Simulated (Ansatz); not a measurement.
Reaction (isomerisation): `OCO[SiH2]S` → `OC[SiH](O)S`

Isolated molecules relaxed with PBE0-D4/def2-TZVP in Ansatz; ΔE leaves out vibrations. CCSD(T)/CBS adds triple-zeta CCSD(T) − MP2 to the extrapolated MP2 energy (def2 sets, frozen cores). Functionals use def2-TZVPP. B3LYP here is the variant with VWN-RPA as its local correlation; programs differ in this. One conformer a species, not always the lowest.

| level | ΔE (kJ/mol) | difference from CCSD(T)/CBS |
| --- | --- | --- |
| PBE-D4 | -37.8 | -1.0 |
| r2SCAN-D4 | -35.5 | 1.3 |
| PBE0-D4 | -36.1 | 0.7 |
| B3LYP-D4 | -32.4 | 4.4 |
| ωB97X-V | -30.1 | 6.7 |
| ωB97M-V | -34.9 | 1.9 |
| B2PLYP | -32.3 | 4.5 |
| PBE | -37.4 | -0.6 |
| r2SCAN | -35.5 | 1.3 |
| PBE0 | -35.7 | 1.1 |
| B3LYP | -31.5 | 5.3 |
| HF/def2-TZVPP | -17.2 | 19.6 |
| MP2/def2-TZVPP | -36.1 | 0.7 |
| SCS-MP2/def2-TZVPP | -30.7 | 6.1 |
| CCSD/def2-TZVPP | -30.7 | 6.1 |
| CCSD(T)/def2-TZVPP | -31.7 | 5.1 |
| HF/def2-QZVPP | -17.4 | 19.4 |
| MP2/def2-QZVPP | -39.1 | -2.3 |
| SCS-MP2/def2-QZVPP | -33.9 | 2.9 |
| HF/CBS(def2) | -17.5 | 19.3 |
| MP2/CBS(def2) | -41.2 | -4.4 |
| CCSD/CBS(def2) | -35.8 | 1.0 |
| CCSD(T)/CBS | -36.8 | 0 |

Largest T1 diagnostic among the species: 0.012.

In def2-TZVPP, CCSD(T) changes the Hartree–Fock value by −14.4 kJ/mol (the triples alone add −1.0 kJ/mol) and MP2 by −18.8 kJ/mol.
